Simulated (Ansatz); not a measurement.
C₃H₆S₂Si, SMILES `C#CSS[SiH2]C`. Charge 0, multiplicity 1. Geometry: relaxed with PBE0-D4/def2-TZVP. It is one conformer, not always the lowest.

```xyz
12

C    -0.693   -2.894    2.140
C    -0.133   -2.675    1.095
S     0.713   -2.438   -0.329
S    -0.377   -0.964   -1.296
Si    0.590    0.730   -0.379
C    -0.218    2.263   -1.067
H    -1.194   -3.085    3.060
H     2.039    0.680   -0.702
H     0.415    0.628    1.092
H     0.245    3.153   -0.632
H    -0.102    2.316   -2.152
H    -1.284    2.284   -0.830
```

Problem. What is the dipole moment at ωB97M-V/def2-TZVPP? (An estimate is asked.)

Solution. Ansatz gave: 1.91 D, with components (-0.29, 1.80, 0.55) D in this frame, pointing from negative to positive charge.

Problem. And with PBE, r2SCAN, B3LYP? (Estimate.)

Solution. Computed: PBE 1.86 D, r2SCAN 1.93 D, B3LYP 1.87 D.

Problem. Give the Mulliken charges with ωB97M-V, PBE, r2SCAN in def2-TZVPP. (Estimate.)

Solution. The calculation gave: 
| atom | ωB97M-V | PBE | r2SCAN |
| --- | --- | --- | --- |
| C1 | 0.02 | 0.01 | -0.02 |
| C2 | -0.30 | -0.23 | -0.22 |
| S3 | 0.03 | 0.00 | 0.01 |
| S4 | -0.16 | -0.17 | -0.20 |
| Si5 | 0.28 | 0.30 | 0.39 |
| C6 | -0.45 | -0.38 | -0.32 |
| H7 | 0.24 | 0.21 | 0.24 |
| H8 | -0.02 | -0.05 | -0.07 |
| H9 | -0.01 | -0.04 | -0.06 |
| H10 | 0.12 | 0.11 | 0.08 |
| H11 | 0.13 | 0.12 | 0.09 |
| H12 | 0.13 | 0.12 | 0.09 |

B3LYP here is the variant with VWN-RPA as its local correlation; programs differ in this.
